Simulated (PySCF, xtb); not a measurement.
CH2N, SMILES [CH][NH] (connectivity only; charge and spin as stated), neutral, multiplicity 2.

Harmonic wavenumbers (cm⁻¹) from GFN2-xTB (xtb) at its own minimum, in rising order: 879, 976, 1155, 1880, 3009, 3327.

**Question.** What does B3LYP-D3(BJ)/def2-TZVPD in PySCF give at its own minimum? (Estimate from the structure and the level; the computed values follow.)

**Answer.** 908, 967, 1182, 1803, 3013, 3416. Paired by order, the mean absolute difference is 39 cm⁻¹ and the zero-point energies are 16.0 and 16.1 kcal/mol.
